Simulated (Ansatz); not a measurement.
H3B, singlet, at a GFN2-xTB geometry. Base run: B3LYP/pcseg-1 (Ansatz, a program for electronic structure).

Geometry (Å):
```xyz
4

B      0.0000     0.0000     0.0000
H     -1.1359    -0.0569    -0.2501
H      0.4221    -0.5696     0.9238
H      0.7138     0.6265    -0.6737
```
Charge 0, spin multiplicity 1.
All else is at Ansatz's defaults.

The base run was repeated with changes; each row names its change, and settings that it needs were set with it.

```tsv
change	basis functions	E (Eh)
base	29	-26.60647
basis = x2c-TZVPall; relativity = spin-free X2C; nucleus = Gaussian	49	-26.62980
basis = cc-pVTZ-DK; relativity = none	72	-26.62339
basis = ANO-RCC-VDZP; relativity = spin-free X2C; nucleus = Gaussian	29	-26.62609
basis = x2c-TZVPall; relativity = spin-free X2C	49	-26.62980
basis = cc-pVTZ-DK; relativity = spin-free X2C; nucleus = Gaussian	72	-26.63032
basis = x2c-TZVPall; relativity = none	49	-26.62289
basis = ANO-RCC-VDZP; relativity = none	29	-26.61888
basis = cc-pVTZ-DK; relativity = spin-free X2C	72	-26.63032
basis = ANO-RCC-VDZP; relativity = spin-free X2C	29	-26.62609
```

Absolute energies of different levels of theory aren't comparable as measures of quality.

Ansatz warned in this series: the basis is contracted for relativity, which the run leaves out.

Basis sets contracted for a relativistic Hamiltonian are a mismatch without it, so the rows without relativity aren't non-relativistic limits. No row has spin-orbit coupling; sets with core potentials leave out the core electrons.
